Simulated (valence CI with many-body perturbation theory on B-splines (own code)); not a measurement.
E1 line list for Os⁶⁸⁺

Computed by valence CI with perturbative core correlation (CI+MBPT): six valence electrons over a frozen Dirac-Fock core [He], a basis of 9 s, 9 p, 8 d, 6 f, 3 g, 1 h functions for each j, with the one-electron correlation potential Σ1, the two-electron term Σ2, the three-electron term Σ3, Breit, model QED; selected CI, second order for the rest, scaled by the run's own slope (own B-spline code, finite nucleus).

The last digits are not significant, and no measured levels were compared; by estimate large intervals hold to a few tenths of a per cent, small ones and those within an open d or f shell to about a per cent. Among the levels kept, up to 2100 cm⁻¹ of a level comes from second order outside the variational space, and about a tenth of that is noise between levels of different J, which matters for small intervals.

Lines 51 to 100 of 208 in falling wavelength, among levels below 91295 × 10³ cm⁻¹, chosen from the strongest by gf and those to the six lowest levels. Wavelengths and rates use the calculated energies. Electric multipoles are in the length gauge with retardation, E1 and E2 with the static RPA response of the core. Weak lines are less certain than strong ones. Lines between different terms over intervals too small for the method are left out, as are lines whose strength nearly cancels. The highest levels of a list are the least certain.

Levels are named by their leading jj configuration (3d3/2^4 stands for four electrons in 3d with j = 3/2), which in mixed levels can hold well under half, so a name can repeat and another be missing. Letters in brackets count levels of one name in rising energy.

| λ vac (nm) | Upper | Lower | A (s⁻¹) | S (a.u.) |
| --- | --- | --- | --- | --- |
| 2.680 | (2s 2p1/2^2 2p3/2^2 3p1/2) J=2 [b] | (2s^2 2p1/2 2p3/2^2 3p1/2) J=3 | 8.25e+10 | 3.92e-03 |
| 2.650 | (2s 2p1/2^2 2p3/2^2 3s) J=2 [b] | (2s^2 2p1/2 2p3/2^2 3s) J=3 | 5.52e+10 | 2.53e-03 |
| 2.514 | (2s 2p1/2^2 2p3/2^3) J=1 | (2s^2 2p1/2 2p3/2^3) J=2 | 1.24e+11 | 2.91e-03 |
| 2.481 | (2p1/2^2 2p3/2^4) J=0 | (2s 2p1/2 2p3/2^4) J=1 | 4.21e+11 | 3.17e-03 |
| 2.422 | (2s 2p1/2^2 2p3/2^3) J=1 | (2s^2 2p1/2 2p3/2^3) J=1 | 3.34e+10 | 7.03e-04 |
| 2.263 | (2s^2 2p1/2 2p3/2^2 3p3/2) J=3 [a] | (2s^2 2p1/2 2p3/2^2 3s) J=2 [b] | 3.13e+10 | 1.25e-03 |
| 2.249 | (2s^2 2p1/2 2p3/2^2 3p3/2) J=2 | (2s^2 2p1/2 2p3/2^2 3s) J=2 [b] | 4.88e+10 | 1.37e-03 |
| 2.212 | (2s^2 2p1/2 2p3/2^2 3p3/2) J=2 | (2s^2 2p1/2 2p3/2^2 3s) J=3 | 4.31e+10 | 1.15e-03 |
| 2.193 | (2s^2 2p1/2 2p3/2^2 3p3/2) J=1 | (2s^2 2p1/2 2p3/2^2 3s) J=2 [b] | 1.14e+12 | 1.78e-02 |
| 2.178 | (2s^2 2p1/2 2p3/2^2 3p3/2) J=0 | (2s^2 2p1/2 2p3/2^2 3s) J=1 [a] | 1.81e+12 | 9.22e-03 |
| 2.172 | (2s^2 2p1/2 2p3/2^2 3p3/2) J=3 [b] | (2s^2 2p1/2 2p3/2^2 3s) J=2 [b] | 8.16e+11 | 2.89e-02 |
| 2.169 | (2s^2 2p1/2^2 2p3/2 3p3/2) J=1 | (2s^2 2p1/2^2 2p3/2 3s) J=1 | 1.52e+12 | 2.30e-02 |
| 2.166 | (2s^2 2p1/2 2p3/2^2 3p3/2) J=2 | (2s^2 2p1/2 2p3/2^2 3s) J=1 [a] | 9.16e+11 | 2.30e-02 |
| 2.149 | (2s^2 2p1/2^2 2p3/2 3d3/2) J=2 | (2s^2 2p1/2^2 2p3/2 3p1/2) J=2 | 6.47e+11 | 1.59e-02 |
| 2.144 | (2s^2 2p1/2^2 2p3/2 3d3/2) J=2 | (2s^2 2p1/2^2 2p3/2 3p1/2) J=1 | 6.72e+11 | 1.63e-02 |
| 2.140 | (2s^2 2p1/2 2p3/2^2 3p3/2) J=4 | (2s^2 2p1/2 2p3/2^2 3s) J=3 | 1.95e+12 | 8.50e-02 |
| 2.138 | (2s^2 2p1/2 2p3/2^2 3p3/2) J=3 [b] | (2s^2 2p1/2 2p3/2^2 3s) J=3 | 1.10e+12 | 3.70e-02 |
| 2.135 | (2s^2 2p1/2^2 2p3/2 3p3/2) J=3 | (2s^2 2p1/2^2 2p3/2 3s) J=2 | 1.97e+12 | 6.62e-02 |
| 2.133 | (2s^2 2p1/2^2 2p3/2 3p3/2) J=1 | (2s^2 2p1/2^2 2p3/2 3s) J=2 | 3.44e+11 | 4.94e-03 |
| 2.131 | (2s^2 2p1/2 2p3/2^2 3p3/2) J=3 [a] | (2s^2 2p1/2 2p3/2^2 3s) J=2 [a] | 2.01e+12 | 6.71e-02 |
| 2.119 | (2s^2 2p1/2 2p3/2^2 3p3/2) J=2 | (2s^2 2p1/2 2p3/2^2 3s) J=2 [a] | 9.94e+11 | 2.33e-02 |
| 2.118 | (2s^2 2p1/2^2 2p3/2 3d3/2) J=3 | (2s^2 2p1/2^2 2p3/2 3p1/2) J=2 | 1.37e+12 | 4.49e-02 |
| 2.114 | (2s^2 2p1/2 2p3/2^2 3p3/2) J=1 | (2s^2 2p1/2 2p3/2^2 3s) J=1 [a] | 6.84e+11 | 9.57e-03 |
| 2.104 | (2s^2 2p1/2^2 2p3/2 3d3/2) J=1 | (2s^2 2p1/2^2 2p3/2 3p1/2) J=2 | 2.51e+11 | 3.46e-03 |
| 2.099 | (2s^2 2p1/2^2 2p3/2 3d3/2) J=1 | (2s^2 2p1/2^2 2p3/2 3p1/2) J=1 | 1.16e+12 | 1.59e-02 |
| 2.084 | (2s^2 2p1/2^2 2p3/2 3d3/2) J=0 | (2s^2 2p1/2^2 2p3/2 3p1/2) J=1 | 1.44e+12 | 6.45e-03 |
| 2.070 | (2s^2 2p1/2 2p3/2^2 3p3/2) J=1 | (2s^2 2p1/2 2p3/2^2 3s) J=2 [a] | 7.04e+10 | 9.24e-04 |
| 2.060 | (2s^2 2p1/2^2 2p3/2 3p3/2) J=2 | (2s^2 2p1/2^2 2p3/2 3s) J=1 | 1.15e+12 | 2.48e-02 |
| 2.051 | (2s^2 2p1/2 2p3/2^2 3p3/2) J=3 [b] | (2s^2 2p1/2 2p3/2^2 3s) J=2 [a] | 3.31e+10 | 9.88e-04 |
| 2.029 | (2s^2 2p1/2^2 2p3/2 3p3/2) J=2 | (2s^2 2p1/2^2 2p3/2 3s) J=2 | 1.13e+12 | 2.33e-02 |
| 1.971 | (2s^2 2p1/2^2 2p3/2 3p3/2) J=0 | (2s^2 2p1/2^2 2p3/2 3s) J=1 | 2.61e+12 | 9.84e-03 |
| 1.110 | (2s^2 2p3/2^4) J=0 | (2s 2p1/2^2 2p3/2^3) J=1 | 5.99e+10 | 4.04e-05 |
| 0.6423 | (2s 2p1/2^2 2p3/2^2 3s) J=3 | (2s^2 2p1/2^2 2p3/2 3s) J=2 | 3.93e+12 | 3.59e-03 |
| 0.6400 | (2s 2p1/2^2 2p3/2^2 3p1/2) J=2 [a] | (2s^2 2p1/2^2 2p3/2 3p1/2) J=2 | 4.41e+11 | 2.85e-04 |
| 0.6397 | (2s 2p1/2^2 2p3/2^2 3p1/2) J=3 | (2s^2 2p1/2^2 2p3/2 3p1/2) J=2 | 3.79e+12 | 3.43e-03 |
| 0.6396 | (2s 2p1/2^2 2p3/2^2 3p1/2) J=2 [a] | (2s^2 2p1/2^2 2p3/2 3p1/2) J=1 | 3.47e+12 | 2.24e-03 |
| 0.6350 | (2s 2p1/2^2 2p3/2^2 3s) J=2 [a] | (2s^2 2p1/2^2 2p3/2 3s) J=1 | 2.18e+12 | 1.38e-03 |
| 0.6320 | (2s 2p1/2^2 2p3/2^2 3s) J=2 [a] | (2s^2 2p1/2^2 2p3/2 3s) J=2 | 2.36e+12 | 1.47e-03 |
| 0.6175 | (2s 2p1/2^2 2p3/2^3) J=2 | (2s^2 2p1/2^2 2p3/2^2) J=2 | 1.29e+13 | 7.49e-03 |
| 0.6137 | (2s 2p1/2 2p3/2^4) J=0 | (2s^2 2p1/2 2p3/2^3) J=1 | 2.58e+13 | 2.94e-03 |
| 0.6102 | (2s 2p1/2^2 2p3/2^3) J=1 | (2s^2 2p1/2^2 2p3/2^2) J=0 | 8.25e+12 | 2.78e-03 |
| 0.6092 | (2s 2p1/2^2 2p3/2^2 3s) J=1 [a] | (2s^2 2p1/2^2 2p3/2 3s) J=1 | 1.70e+12 | 5.70e-04 |
| 0.6076 | (2s 2p1/2 2p3/2^4) J=1 | (2s^2 2p1/2 2p3/2^3) J=2 | 2.34e+13 | 7.76e-03 |
| 0.6070 | (2s 2p1/2^2 2p3/2^2 3s) J=1 [b] | (2s^2 2p1/2^2 2p3/2 3s) J=1 | 2.25e+13 | 7.46e-03 |
| 0.6064 | (2s 2p1/2^2 2p3/2^2 3s) J=1 [a] | (2s^2 2p1/2^2 2p3/2 3s) J=2 | 1.25e+13 | 4.12e-03 |
| 0.6057 | (2p1/2^2 2p3/2^4) J=0 | (2s 2p1/2^2 2p3/2^3) J=1 | 5.21e+13 | 5.71e-03 |
| 0.6056 | (2s 2p1/2^2 2p3/2^2 3p1/2) J=1 [a] | (2s^2 2p1/2^2 2p3/2 3p1/2) J=2 | 7.12e+12 | 2.34e-03 |
| 0.6056 | (2s 2p1/2^2 2p3/2^2 3p1/2) J=1 [b] | (2s^2 2p1/2^2 2p3/2 3p1/2) J=2 | 9.20e+12 | 3.03e-03 |
| 0.6052 | (2s 2p1/2^2 2p3/2^2 3p1/2) J=1 [a] | (2s^2 2p1/2^2 2p3/2 3p1/2) J=1 | 7.73e+12 | 2.54e-03 |
| 0.6052 | (2s 2p1/2^2 2p3/2^2 3p1/2) J=1 [b] | (2s^2 2p1/2^2 2p3/2 3p1/2) J=1 | 1.62e+13 | 5.31e-03 |
